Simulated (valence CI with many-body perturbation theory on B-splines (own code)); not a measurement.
# Ir46+: key properties

Calculated by valence CI with perturbative core correlation (CI+MBPT): three valence electrons over a frozen Dirac-Fock core [Ar] 3d10, a basis of 9 s, 9 p, 8 d, 6 f, 3 g, 1 h functions for each j, with the one-electron correlation potential Σ1, the two-electron term Σ2, the three-electron term Σ3, Breit, model QED; selected CI, second order for the rest, scaled by the run's own slope (own B-spline code, finite nucleus).

The last digits are not significant, and no measured levels were compared; by estimate large intervals hold to a few tenths of a per cent, small ones and those within an open d or f shell to about a per cent.

Levels are named by their leading jj configuration (3d3/2^4 stands for four electrons in 3d with j = 3/2), which in mixed levels can hold well under half, so a name can repeat and another be missing.

Rates and lifetimes use the calculated energies. Strong lines usually hold to 10 to 20 %, long lifetimes can be off by a factor of two.

(1) What is the ground level?

(2) Name the longest-lived excited levels whose lifetime is computed, and their main decay.

(3) How well does LS coupling describe the low levels?

(4) What is the ionisation energy?

(5) Among levels below 531.97 eV, which E1 lines absorb most strongly from the ground level?

## Answers

(1) (4s^2 4p1/2) J=1/2, composition 100 % 4s²4p ²P°, g = 0.658.

(2) (4s 4p3/2 4d5/2) J=9/2 at 520.19 eV lives 128 ns, mostly by M1 to (4s 4p1/2 4d5/2) J=7/2; (4s^2 4p3/2) J=3/2 at 121.43 eV lives 105 ns, mostly by M1 to (4s^2 4p1/2) J=1/2.

(3) Among the lowest 20 levels the leading LS term, summed over configurations, holds 66 % on average. For single configurations the figures are 65 % in LS and 96 % in jj coupling. Terms mix most in the J = 3/2 level at 398.42 eV, where the leading one holds 37 %.

(4) 2501.5 eV; NIST lists 2500 ± 4 eV (theoretical).

(5) to (4s^2 4d3/2) J=3/2 at 4.229 nm, f = 0.839; to (4s 4p1/2 4p3/2) J=3/2 at 5.313 nm, f = 0.418; to (4s 4p1/2 4p3/2) J=1/2 at 5.258 nm, f = 0.386.
